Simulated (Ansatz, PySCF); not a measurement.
Pair of molecules: CH3Cl (SMILES CCl) (first 5 atoms) with C2H6 (SMILES CC); geometry from B3LYP-D3(BJ)/def2-TZVP, rigid monomers moved along the line of their centres of mass till H4···H8 is 2.85 Å.
(charge 0, multiplicity 1):
```xyz
13

C     -0.6717    -0.9111     0.8401
Cl    -0.8430     0.8742     0.7990
H     -0.5880    -1.2688    -0.1815
H      0.2218    -1.1551     1.4063
H     -1.5509    -1.3272     1.3220
C      0.8305     0.3067     4.6813
C     -0.5196    -0.3911     4.8164
H      1.1528     0.3513     3.6395
H      1.6054    -0.2102     5.2511
H      0.7808     1.3341     5.0464
H     -1.2846     0.1188     4.2285
H     -0.8549    -0.4098     5.8552
H     -0.4696    -1.4264     4.4716
```

Counterpoise-corrected where a basis set is named; no monomer relaxation. Rows marked so take none.

Rows in 6-311+G**, 6-31G* carry no dispersion term and start afresh at each structure (6-31G* with six Cartesian d functions).

Codes used: Ansatz (Gaussian basis) for Hartree–Fock, density functionals and correlated methods; PySCF for 6-311+G** rows, 6-31G* rows, the dispersion terms. Each number belongs to the level named beside it.

| level | interaction energy (kcal/mol) |
|---|---|
| HF/6-31G* (no counterpoise) | 0.09 |
| PBE-D4/def2-TZVPPD | -1.41 |
| r2SCAN/def2-TZVPPD | -0.63 |
| r2SCAN-D3(BJ)/def2-TZVPPD | -1.16 |
| r2SCAN-D4/def2-TZVPPD | -1.08 |
| B3LYP/6-311+G** (no counterpoise) | 0.14 |
| B3LYP/def2-TZVPPD | 0.24 |
| wB97X-V/def2-TZVPPD | … |
| wB97M-V/def2-TZVPPD | -1.12 |

Task: What belongs in the gaps?

Result: 
- wB97X-V/def2-TZVPPD, interaction energy (kcal/mol): -1.23

Ansatz is a program for electronic structure.
